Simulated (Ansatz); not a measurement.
`[SiH3]O[SiH](S)Cl` and `CO[SiH](Cl)O[SiH3]` differ in one atom or group.

Ansatz, PBE0-D4/def2-TZVP geometries, multiplicity 1. Each molecule was computed in one conformer, which needn't be the lowest.

```
                                          property  `[SiH3]O[SiH](S)Cl`
                 LUMO energy (PBE/def2-TZVPP) / eV                -1.03
                LUMO energy (PBE0/def2-TZVPP) / eV                -0.10
               HOMO energy (B3LYP/def2-TZVPP) / eV                -7.61
               HOMO–LUMO gap (PBE/def2-TZVPP) / eV                 5.59
             HOMO energy (ωB97M-V/def2-TZVPP) / eV               -10.09
size of the dipole moment (ωB97M-V/def2-TZVPP) / D                 1.04
```

Question: Give the same properties after the change, and the shifts. (Estimate.)

Answer: Computed: 
```
                                          property  `CO[SiH](Cl)O[SiH3]`  shift
                 LUMO energy (PBE/def2-TZVPP) / eV                 -0.74   0.29
                LUMO energy (PBE0/def2-TZVPP) / eV                  0.16   0.26
               HOMO energy (B3LYP/def2-TZVPP) / eV                 -8.49  -0.88
               HOMO–LUMO gap (PBE/def2-TZVPP) / eV                  6.42   0.83
             HOMO energy (ωB97M-V/def2-TZVPP) / eV                -11.11  -1.02
size of the dipole moment (ωB97M-V/def2-TZVPP) / D                  1.36   0.32
```

With PBE0 the HOMO falls by 0.85 eV and the LUMO rises by 0.26 eV, so the gap widens by about 1.11 eV. PBE moves the HOMO by -0.54 eV and ωB97M-V by -1.02 eV. Dipoles are sizes alone; their direction can turn.

B3LYP here is the variant with VWN-RPA as its local correlation; programs differ in this.
